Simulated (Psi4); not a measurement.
Two rigid molecules brought together: BCl3 ··· H3O+ (SMILES ClB(Cl)Cl and [OH3+]) (charge +1). Monomers: optimised at B3LYP-D3(BJ) (def2-TZVP), held rigid. Orientation: lowest of the rigid-body minima from ten starts at GFN2-xTB. R is the distance of the centres of mass, along which the second monomer moves.

PBE/def2-TZVP, counterpoise-corrected (Psi4); PBE-D3(BJ)/def2-TZVP, counterpoise-corrected (Psi4); SAPT0/jun-cc-pVDZ, frozen core (Psi4).

Interaction energies in kcal/mol; the last columns give the difference from SAPT0:

```json
[
 {"R / Å": "2.97", "PBE/def2-TZVP": "-3.88", "PBE-D3(BJ)/def2-TZVP": "-5.85", "SAPT0/jun-cc-pVDZ": "5.74", "PBE/def2-TZVP − SAPT0/jun-cc-pVDZ": "-9.62", "PBE-D3(BJ)/def2-TZVP − SAPT0/jun-cc-pVDZ": "-11.59"},
 {"R / Å": "3.14", "PBE/def2-TZVP": "-12.77", "PBE-D3(BJ)/def2-TZVP": "-14.62", "SAPT0/jun-cc-pVDZ": "-3.98", "PBE/def2-TZVP − SAPT0/jun-cc-pVDZ": "-8.79", "PBE-D3(BJ)/def2-TZVP − SAPT0/jun-cc-pVDZ": "-10.64"},
 {"R / Å": "3.34", "PBE/def2-TZVP": "-16.53", "PBE-D3(BJ)/def2-TZVP": "-18.22", "SAPT0/jun-cc-pVDZ": "-8.92", "PBE/def2-TZVP − SAPT0/jun-cc-pVDZ": "-7.61", "PBE-D3(BJ)/def2-TZVP − SAPT0/jun-cc-pVDZ": "-9.30"},
 {"R / Å": "3.53", "PBE/def2-TZVP": "-16.63", "PBE-D3(BJ)/def2-TZVP": "-18.17", "SAPT0/jun-cc-pVDZ": "-10.31", "PBE/def2-TZVP − SAPT0/jun-cc-pVDZ": "-6.31", "PBE-D3(BJ)/def2-TZVP − SAPT0/jun-cc-pVDZ": "-7.85"},
 {"R / Å": "3.77", "PBE/def2-TZVP": "-14.77", "PBE-D3(BJ)/def2-TZVP": "-16.10", "SAPT0/jun-cc-pVDZ": "-10.03", "PBE/def2-TZVP − SAPT0/jun-cc-pVDZ": "-4.74", "PBE-D3(BJ)/def2-TZVP − SAPT0/jun-cc-pVDZ": "-6.07"},
 {"R / Å": "4.07", "PBE/def2-TZVP": "-11.69", "PBE-D3(BJ)/def2-TZVP": "-12.77", "SAPT0/jun-cc-pVDZ": "-8.46", "PBE/def2-TZVP − SAPT0/jun-cc-pVDZ": "-3.23", "PBE-D3(BJ)/def2-TZVP − SAPT0/jun-cc-pVDZ": "-4.31"},
 {"R / Å": "4.36", "PBE/def2-TZVP": "-8.98", "PBE-D3(BJ)/def2-TZVP": "-9.82", "SAPT0/jun-cc-pVDZ": "-6.73", "PBE/def2-TZVP − SAPT0/jun-cc-pVDZ": "-2.24", "PBE-D3(BJ)/def2-TZVP − SAPT0/jun-cc-pVDZ": "-3.09"},
 {"R / Å": "4.83", "PBE/def2-TZVP": "-5.68", "PBE-D3(BJ)/def2-TZVP": "-6.21", "SAPT0/jun-cc-pVDZ": "-4.48", "PBE/def2-TZVP − SAPT0/jun-cc-pVDZ": "-1.19", "PBE-D3(BJ)/def2-TZVP − SAPT0/jun-cc-pVDZ": "-1.73"},
 {"R / Å": "5.58", "PBE/def2-TZVP": "-2.77", "PBE-D3(BJ)/def2-TZVP": "-3.00", "SAPT0/jun-cc-pVDZ": "-2.43", "PBE/def2-TZVP − SAPT0/jun-cc-pVDZ": "-0.33", "PBE-D3(BJ)/def2-TZVP − SAPT0/jun-cc-pVDZ": "-0.57"},
 {"R / Å": "6.52", "PBE/def2-TZVP": "-1.30", "PBE-D3(BJ)/def2-TZVP": "-1.39", "SAPT0/jun-cc-pVDZ": "-1.28", "PBE/def2-TZVP − SAPT0/jun-cc-pVDZ": "-0.02", "PBE-D3(BJ)/def2-TZVP − SAPT0/jun-cc-pVDZ": "-0.11"},
 {"R / Å": "7.86", "PBE/def2-TZVP": "-0.60", "PBE-D3(BJ)/def2-TZVP": "-0.62", "SAPT0/jun-cc-pVDZ": "-0.62", "PBE/def2-TZVP − SAPT0/jun-cc-pVDZ": "0.02", "PBE-D3(BJ)/def2-TZVP − SAPT0/jun-cc-pVDZ": "0.00"}
]
```

PBE/def2-TZVP is furthest from SAPT0/jun-cc-pVDZ at 2.97 (-9.62 kcal/mol, below); its mean absolute difference over the points is 4.01 kcal/mol.

PBE-D3(BJ)/def2-TZVP is furthest from SAPT0/jun-cc-pVDZ at 2.97 (-11.59 kcal/mol, below); its mean absolute difference over the points is 5.02 kcal/mol.
